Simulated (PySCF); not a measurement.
H3AlBrNO, SMILES [OH][Al]([Br])[NH2], singlet (CAM-B3LYP/def2-SVP optimised geometry):

```
7

Al    -0.282    -0.168     0.000
Br    -1.390     1.795     0.000
O     -1.105    -1.642     0.001
H     -2.051    -1.795    -0.009
N      1.469    -0.168     0.000
H      2.038    -1.008    -0.002
H      2.051     0.661     0.002
```

Method: CAM-B3LYP/def2-TZVP run with PySCF.

### Question
What are the frontier orbital energies and the dipole moment?

### Answer
HOMO-2 -9.98 eV, HOMO-1 -9.80 eV, HOMO -9.10 eV, LUMO 0.42 eV, LUMO+1 1.36 eV; dipole moment 1.04 D.

On the same geometry PBE/def2-TZVP (PySCF 2.14.0) gives HOMO-2 -7.26 eV, HOMO-1 -7.13 eV, HOMO -6.22 eV, LUMO -1.28 eV, LUMO+1 -0.34 eV; dipole moment 1.07 D.

Meta-Löwdin charges at CAM-B3LYP/def2-TZVP: Al1 1.04, Br2 -0.33, O3 -0.78, H4 0.36, N5 -0.76, H6 0.24, H7 0.24.
